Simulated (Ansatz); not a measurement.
`CB(C)[SeH]` + HCl → `CB(Cl)[SeH]` + CH₄ at 400 K and 1 bar (ligand exchange at a B–C bond).

Computed with Ansatz on PBE0-D4/def2-TZVP structures; ΔE is electronic, products minus reactants. CCSD(T)/CBS is the MP2 limit (def2-TZVPP, def2-QZVPP) plus CCSD(T) − MP2 in def2-TZVPP, frozen cores. This one scheme is used for every species. For Se outer-core shells are correlated without core-valence functions, which leaves a few kJ/mol of doubt a bond. Scalar relativity is left out up to krypton. One conformer a species, not always the lowest.

```tsv
species	CCSD(T)/CBS energy (Eh)	H − E (kJ/mol)	S (J/(mol·K))
`CB(C)[SeH]`	-2505.86300	256.4	374.8
HCl	-460.38127	29.6	195.4
`CB(Cl)[SeH]`	-2925.81492	160.3	362.3
CH₄	-40.46206	131.3	197.2
```

H − E and S are ideal-gas, rigid-rotor, harmonic terms from PBE0-D4/def2-TZVP, for one conformer and one mirror image of each species. 1 Eh = 2625.50 kJ/mol, R = 8.31446 J/(mol·K).

**Question.** By hand: ΔE, ΔH, ΔS and ΔG.

**Answer.** ΔE = (-2925.81492) + (-40.46206) − (-2505.86300) − (-460.38127) = -0.03271 Eh = -85.9 kJ/mol. Δ(H − E) = 160.3 + 131.3 − 256.4 − 29.6 = 5.6, so ΔH = -80.3 kJ/mol. ΔS = 362.3 + 197.2 − 374.8 − 195.4 = -10.7 J/(mol·K). ΔG = -80.3 − 400 × (-10.7)/1000 = -76.0 kJ/mol.

**Question.** By hand: the equilibrium constant, and the temperature at which ΔG would vanish if ΔH and ΔS stayed fixed.

**Answer.** log₁₀ K = −ΔG/(RT ln 10) = 9.9. ΔG = 0 at ΔH/ΔS = 7505 K, far beyond where these terms or the molecules hold.

The number of gas molecules stays the same, so ΔS is small and ΔH decides. A doubt of 5 kJ/mol in ΔE shifts log₁₀ K by 0.7 here. Other conformers and mirror images would add mixing entropy, several J/(mol·K) or more a flexible species. These are equilibria of isolated gas molecules and say nothing of rates. Largest T1 diagnostic: 0.011 (customary marks: 0.02 for closed shells, 0.045 for open ones).
